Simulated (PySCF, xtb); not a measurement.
prop-1-ynylboronic acid (C3H5BO2), SMILES CC#CB(O)O.

GFN2-xTB run with xtb at its own geometry gives an orbital gap of 5.35 eV and a dipole moment of 1.84 D.

The structure is a stationary point at PBE-D3(BJ)/def2-SVP. Other conformers were not sampled.

What does M06-2X/def2-TZVP (PySCF) give? (An estimate is asked for; the answer gives what the named calculation found.)

gap 9.50 eV (levels -8.92 and 0.58 eV), dipole 2.14 D.
